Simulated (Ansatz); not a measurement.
Molecule: CH$_{3}$OS, net charge 0, doublet state. It need not be the lowest isomer of its formula. SMILES: C[S]=O
Geometry: optimised at B3LYP-D3(BJ)/def2-TZVP (Ansatz, a quantum-chemistry and plane-wave program).

Quantity: vertical ionisation energy (to the singlet state of charge +1; each state is the SCF solution reached for its spin; for the singlet the Hartree-Fock reference is unstable and T1 is 0.018), in eV. Valence correlation only, unless marked. Open shells are spin-unrestricted. No spin-orbit coupling. No relativistic terms. CBS(X,Y): correlation extrapolated as X^-3; Hartree-Fock from the larger set. [CCSD(T)-MP2]/basis is that difference in the basis named.

RI-MP2/CBS(aug-cc-pV(T+d)Z,aug-cc-pV(Q+d)Z)+[CCSD(T)-MP2]/aug-cc-pV(D+d)Z (Ansatz) gives 9.15 eV.

Another calculation gave 9.12 eV. Which level was it?
A. PBE/def2-TZVPD (Ansatz)
B. BHLYP/def2-TZVPD (Ansatz)
C. r2SCAN/def2-TZVPD (Ansatz)

A, PBE/def2-TZVPD (Ansatz). The others give 9.34 (r2SCAN), 9.55 (BHLYP) eV.
